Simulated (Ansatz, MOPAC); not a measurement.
Molecule: SiNH₂ (charge +1, singlet). SMILES: [NH+]#[SiH]

Atoms: H1, Si2, N3, H4. Bonds: H1-Si2, Si2-N3, N3-H4.

Bond lengths (Å) and angles (degrees) optimised at PM3 with MOPAC; MNDO with MOPAC; B3LYP/LANL2DZ with Ansatz (a first-principles code); B3LYP/6-31G* with Ansatz, each started from the B3LYP-D3(BJ)/def2-TZVP structure (Ansatz) of the last column. A row stands for all coordinates that are equal there. 6-31G* holds six Cartesian d functions. No wavenumbers were computed at MNDO, B3LYP/LANL2DZ, so these may be saddle points.

| coordinate | PM3 | MNDO | B3LYP/LANL2DZ | B3LYP/6-31G* | B3LYP-D3(BJ)/def2-TZVP |
|---|---|---|---|---|---|
| H1-Si2 | 1.449 | 1.361 | 1.459 | 1.471 | 1.466 |
| Si2-N3 | 1.468 | 1.438 | 1.522 | 1.523 | 1.505 |
| N3-H4 | 0.985 | 0.975 | 1.012 | 1.013 | 1.007 |
| H1-Si2-N3 | 180.0 | 180.0 | 180.0 | 159.5 | 168.5 |
| Si2-N3-H4 | 180.0 | 180.0 | 180.0 | 159.7 | 168.0 |

Mean signed difference of all 3 bond lengths from B3LYP-D3(BJ)/def2-TZVP: PM3 -0.026 Å, MNDO -0.068 Å, B3LYP/LANL2DZ 0.005 Å, B3LYP/6-31G* 0.009 Å.
